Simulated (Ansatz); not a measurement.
Mulliken charges of CH5SbSi (`[CH2]1[SiH2][SbH]1`) from B3LYP/def2-TZVPP in Ansatz (PBE0-D4/def2-TZVP geometry).

| atom | x (Å) | y (Å) | z (Å) | charge (e) |
| --- | --- | --- | --- | --- |
| C1 | -0.655 | -0.104 | -0.715 | -0.466 |
| Si2 | 0.684 | 0.766 | 0.204 | 0.156 |
| Sb3 | 0.616 | -1.746 | 0.153 | 0.265 |
| H4 | -0.611 | -0.121 | -1.800 | 0.134 |
| H5 | -1.671 | -0.109 | -0.336 | 0.132 |
| H6 | 0.313 | 1.490 | 1.440 | -0.051 |
| H7 | 1.699 | 1.472 | -0.611 | -0.058 |
| H8 | -0.283 | -1.706 | 1.610 | -0.111 |

Q: By hand: the dipole of these point charges (1 e Å = 4.8032 D).

A: Σ q r = (0.190, -0.297, -0.097) e Å, of length 0.366 e Å = 1.76 D.

Q: How does the dipole of the full density compare? (Estimate.)

A: Ansatz gave: (-0.043, 0.075, -0.084) e Å, 0.58 D; the point charges give 3.03 times that, at 120° from its direction, so they point the opposite way.

Point charges leave out the atoms' own dipoles, such as those of lone pairs, and Mulliken's split depends on the basis, so the two needn't agree.

B3LYP here is the variant with VWN-RPA as its local correlation; programs differ in this.
